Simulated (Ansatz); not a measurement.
Relaxation of a periodic cell of 17 atoms, Si (host Si, host structure diamond, interstitial Si), to a largest force component of 0.03 eV/Å in at most 60 steps.

The calculation used Ansatz 0.2.0, DFT PBE, scalar-relativistic, plane waves, PAW. Settings: PAW set soft_1, cutoff 420 eV, k mesh 2x2x2, gaussian smearing 0.02 eV, no spin polarisation.

```xyz
17
Lattice="0.0000 5.4300 5.4300 5.4300 0.0000 5.4300 5.4300 5.4300 0.0000" Properties=species:S:1:pos:R:3:forces:R:3
Si 0.000 0.000 0.000 -0.01 -0.03 -0.03
Si 1.357 1.357 1.357 -0.61 -0.60 -0.59
Si 2.715 2.715 0.000 0.01 0.01 -0.55
Si 4.072 4.072 1.357 0.50 0.51 -0.47
Si 2.715 0.000 2.715 0.02 -0.54 0.02
Si 4.072 1.357 4.072 0.48 -0.45 0.49
Si 5.430 2.715 2.715 0.50 0.00 0.00
Si 6.787 4.072 4.072 -0.08 0.07 0.07
Si 0.000 2.715 2.715 -0.52 0.02 0.02
Si 1.357 4.072 4.072 -0.42 0.45 0.45
Si 2.715 5.430 2.715 -0.01 0.48 0.01
Si 4.072 6.787 4.072 0.07 -0.08 0.06
Si 2.715 2.715 5.430 -0.01 0.00 0.48
Si 4.072 4.072 6.787 0.07 0.06 -0.08
Si 5.430 5.430 5.430 0.00 0.00 0.00
Si 6.787 6.787 6.787 -0.06 -0.06 -0.07
Si 2.708 2.700 2.695 0.08 0.15 0.20
```

Q: Where does it end, and by what steps?

A: The forces met the threshold. The force dipped under the threshold on the way, but the program's further checks kept it going. After 3 steps the energy has fallen by 0.124 eV; Si2 moved furthest, 0.05 Å.

```
step  energy less start (eV)  largest force component (eV/Å)  accepted
   0                  0.0000                           0.606       yes
   1                 -0.1115                           0.204       yes
   2                 -0.1238                           0.012       yes
   3                 -0.1238                           0.012       yes
```

```xyz
17
Lattice="0.0000 5.4300 5.4300 5.4300 0.0000 5.4300 5.4300 5.4300 0.0000" Properties=species:S:1:pos:R:3
Si -0.002 -0.004 -0.006
Si 1.330 1.330 1.330
Si 2.714 2.714 -0.034
Si 4.096 4.096 1.334
Si 2.714 -0.033 2.714
Si 4.095 1.335 4.095
Si 5.463 2.716 2.715
Si 6.782 4.078 4.078
Si -0.033 2.713 2.714
Si 1.337 4.093 4.093
Si 2.716 5.463 2.715
Si 4.077 6.783 4.077
Si 2.716 2.715 5.463
Si 4.077 4.077 6.783
Si 5.430 5.431 5.431
Si 6.784 6.784 6.784
Si 2.713 2.711 2.709
```

The run took 18 s on 1 thread of Arm Neoverse V1, with other jobs on the host, peak memory 0.49 GiB.
